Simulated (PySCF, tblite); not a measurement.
Isomers of C4H5ClF4O2S, one GFN2-xTB conformer each. Single-point energies are computed at PBE0/pcSseg-1 (PySCF, gas phase, no added dispersion term), electronic only.

```csv
SMILES,GFN2-xTB relative energy (kcal/mol)
C[C@@H]([C@H](F)S(=O)(=O)Cl)C(F)(F)F,4.5
C[C@@H]([C@H](F)C(F)(F)F)S(=O)(=O)Cl,4.2
C[C@](F)(CC(F)(F)F)S(=O)(=O)Cl,0.0
```

Conformers: `[CH3:1][C@@H:2]([C@H:3]([F:4])[S:5](=[O:6])(=[O:7])[Cl:8])[C:9]([F:10])([F:11])[F:12]` with C1–C2–C3–F4 -60°, C2–C3–S5–O6 -93°; `[CH3:1][C@@H:2]([C@H:3]([F:4])[C:5]([F:6])([F:7])[F:8])[S:9](=[O:10])(=[O:11])[Cl:12]` with C1–C2–C3–F4 -60°, C1–C2–S9–O10 157°; `[CH3:1][C@:2]([F:3])([CH2:4][C:5]([F:6])([F:7])[F:8])[S:9](=[O:10])(=[O:11])[Cl:12]` with C1–C2–C4–C5 -68°, C1–C2–S9–O10 -67°.

What does PBE0/pcSseg-1 give for the same structures?

| SMILES | PBE0/pcSseg-1 E (Eh) | PBE0/pcSseg-1 (kcal/mol) | GFN2-xTB (kcal/mol) | point group |
| --- | --- | --- | --- | --- |
| C[C@](F)(CC(F)(F)F)S(=O)(=O)Cl | -1562.49191 | 0.0 | 0.0 | C1 |
| C[C@@H]([C@H](F)S(=O)(=O)Cl)C(F)(F)F | -1562.48504 | 4.3 | 4.5 | C1 |
| C[C@@H]([C@H](F)C(F)(F)F)S(=O)(=O)Cl | -1562.48366 | 5.2 | 4.2 | C1 |

Both levels put the same isomer lowest; measured from each level's own lowest isomer, the values differ by up to 1.0 kcal/mol (C[C@@H]([C@H](F)C(F)(F)F)S(=O)(=O)Cl: 4.2 against 5.2). Neighbours under 2.5 kcal/mol apart (C[C@@H]([C@H](F)S(=O)(=O)Cl)C(F)(F)F and C[C@@H]([C@H](F)C(F)(F)F)S(=O)(=O)Cl) can change places with a better method, another conformer or zero-point energy.

Which frontier levels, dipoles and rotational constants go with these structures?

```
                              SMILES  HOMO (eV, PBE0/pcSseg-1)  LUMO (eV)  dipole (D)       A, B, C (MHz)
      C[C@](F)(CC(F)(F)F)S(=O)(=O)Cl                     -9.31      -1.71        3.86  1069, 617.5, 542.2
C[C@@H]([C@H](F)S(=O)(=O)Cl)C(F)(F)F                     -9.33      -1.69        4.15  1323, 529.1, 445.1
C[C@@H]([C@H](F)C(F)(F)F)S(=O)(=O)Cl                     -9.44      -1.81        3.89  1318, 530.0, 446.9
```

What happens when harmonic zero-point energies from GFN2-xTB frequencies are added?

```csv
SMILES,ZPE (kcal/mol),electronic (kcal/mol),with ZPE (kcal/mol)
C[C@](F)(CC(F)(F)F)S(=O)(=O)Cl,61.4,0.0,0.0
C[C@@H]([C@H](F)S(=O)(=O)Cl)C(F)(F)F,61.8,4.3,4.8
C[C@@H]([C@H](F)C(F)(F)F)S(=O)(=O)Cl,61.8,5.2,5.7
```

The zero-point energies span 0.4 kcal/mol. The order is unchanged.
